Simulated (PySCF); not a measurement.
Level of theory: TPSSh-D3(BJ)/def2-TZVP in PySCF. Gas-phase values, no solvent. One relaxed conformer stands for a flexible species; it need not be the lowest. 

Reference species (SMILES): `[Al]([SH])([SH])[SH]` (neutral, multiplicity 1).

| Item | Result |
|---|---|
| HOMO | -7.09 eV |
| HOMO–LUMO gap | 6.09 eV |

Changed species: `[AlH2][SH]` (2 of 3 SH replaced by H; the reference has 0 of 3 SH replaced by H).

Task: Give the shifts of the HOMO and HOMO–LUMO gap.

Result: the HOMO falls by 0.12 eV, to -7.21 eV; the HOMO–LUMO gap decreases by 0.58 eV, to 5.51 eV.
